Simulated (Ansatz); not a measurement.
Be₄⁺, 4 atoms. Hardware: 4 threads of Intel Xeon Platinum 8488C on a shared host.

Correlated methods freeze no core orbitals. In CCSD on the charge 1 quartet the largest single amplitude is 0.98, so its Hartree–Fock determinant may place the open shell otherwise than the density functionals do.

Task: How many basis functions does each of these Ansatz runs have, and roughly what does it cost? PBE with 10 % exact exchange/def2-TZVP, charge 1 quartet, energy, from earlier orbitals; PBE/def2-TZVP, charge 1 quartet, relaxation, 11 steps; PBE with 50 % exact exchange/def2-TZVP, charge 1 doublet, energy, from earlier orbitals; r2SCAN/def2-TZVP, charge 1 doublet, energy, from earlier orbitals; CCSD(T)/def2-TZVPP, charge 1 doublet, energy, from earlier orbitals; PBE with 5 % exact exchange/def2-TZVP, charge 1 doublet, energy, from earlier orbitals; PBE0/def2-SVP, charge 1 doublet, energy, from earlier orbitals; PBE0/def2-TZVP, charge 0 singlet at the geometry of the charge 1 doublet, energy; PBE/def2-TZVP, charge 0 singlet at the geometry of the charge 1 doublet, energy, from earlier orbitals; PBE with 35 % exact exchange/def2-TZVP, charge 1 doublet, energy, from earlier orbitals; PBE with 50 % exact exchange/def2-TZVP, charge 1 quartet, energy, from earlier orbitals; CCSD(T)/def2-TZVPP, charge 1 quartet, energy, from earlier orbitals.

Result: Other jobs shared the machine, so times can vary by a factor of up to 3. A dash marks memory too small to be measured apart from the calling script's.

| run | functions | fitting or Cholesky vectors | wall time | peak host memory (GiB) |
| --- | --- | --- | --- | --- |
| PBE0/def2-SVP, charge 1 doublet, energy, from earlier orbitals | 36 | 512 | 0.3 s | – |
| PBE/def2-TZVP, charge 0 singlet at the geometry of the charge 1 doublet, energy, from earlier orbitals | 76 | 564 | 0.4 s | – |
| PBE with 10 % exact exchange/def2-TZVP, charge 1 quartet, energy, from earlier orbitals | 76 | 564 | 0.45 s | – |
| PBE with 35 % exact exchange/def2-TZVP, charge 1 doublet, energy, from earlier orbitals | 76 | 564 | 0.9 s | – |
| PBE with 50 % exact exchange/def2-TZVP, charge 1 doublet, energy, from earlier orbitals | 76 | 564 | 0.95 s | – |
| PBE with 50 % exact exchange/def2-TZVP, charge 1 quartet, energy, from earlier orbitals | 76 | 564 | 1 s | – |
| PBE0/def2-TZVP, charge 0 singlet at the geometry of the charge 1 doublet, energy | 76 | 564 | 1 s | – |
| PBE with 5 % exact exchange/def2-TZVP, charge 1 doublet, energy, from earlier orbitals | 76 | 564 | 1 s | – |
| r2SCAN/def2-TZVP, charge 1 doublet, energy, from earlier orbitals | 76 | 564 | 1.6 s | – |
| CCSD(T)/def2-TZVPP, charge 1 doublet, energy, from earlier orbitals | 76 | 628 | 1.8 s | – |
| CCSD(T)/def2-TZVPP, charge 1 quartet, energy, from earlier orbitals | 76 | 628 | 1.8 s | – |
| PBE/def2-TZVP, charge 1 quartet, relaxation, 11 steps | 76 | 564 | 6 s | – |
